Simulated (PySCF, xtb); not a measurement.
CH10Si4, SMILES [SiH3][Si@@H]1C[SiH2][SiH2]1.

GFN2-xTB run with xtb at its own geometry gives an orbital gap of 3.20 eV and a dipole moment of 0.35 D.

Geometry: ωB97X-D3(BJ)/def2-SVP. The structure was generated by enumeration; whether it is a known compound was not checked.

Question: What does PBE/def2-TZVP (PySCF) give? (The exact figures need the calculation; the answer reports its results.)

Answer: gap 4.69 eV (levels -6.09 and -1.41 eV), dipole 0.55 D.
